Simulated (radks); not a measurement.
Effect of the nuclear size on the tellurium ion Te2+, [Kr] 4d10 5s2 5p2. All-electron calculation, Dirac Kohn-Sham, LDA (Slater exchange, Perdew-Wang correlation), spin-unpolarised, spherical densities, finite nucleus; open shells are shared between the two j in proportion to 2j + 1; Fermi nuclear charge, rms radius 4.7423 fm. Program: a radial shooting solver on a logarithmic mesh with Libxc functionals. The rms radius is varied about that value; shifts are against it.

| rms radius (fm) | total energy shift (eV) | density at nucleus (e/bohr^3) | 1s1/2 shift (meV) | 2s1/2 shift (meV) | 4p1/2 shift (meV) | 5s1/2 shift (meV) | 5p1/2 shift (meV) | 5p3/2 shift (meV) | 6s1/2 (empty) shift (meV) |
|---|---|---|---|---|---|---|---|---|---|
| 4.2396 | -1.06 | 2.313e+05 | -444 | -51.6 | 0.178 | -0.258 | 0.046 | 0.050 | -0.057 |
| 4.4435 | -0.642 | 2.295e+05 | -269 | -31.2 | 0.108 | -0.156 | 0.028 | 0.030 | -0.034 |
| 4.7423 | 0 | 2.27e+05 | 0.000 | 0.000 | 0.000 | 0.000 | 0.000 | 0.000 | 0.000 |
| 5.1122 | 0.843 | 2.242e+05 | 353 | 41.0 | -0.141 | 0.205 | -0.037 | -0.039 | 0.045 |
| 5.3209 | 1.34 | 2.227e+05 | 562 | 65.3 | -0.225 | 0.326 | -0.059 | -0.063 | 0.072 |

Slopes of the eigenvalues against <r^2> in GHz/fm^2, as finite differences over the two radii next to the reference (eigenvalue slopes, not the field-shift constants of lines): 1s1/2 23500, 2s1/2 2730, 4p1/2 -9.42, 5s1/2 13.7, 5p1/2 -2.45, 5p3/2 -2.63, 6s1/2 (empty) 3.01.
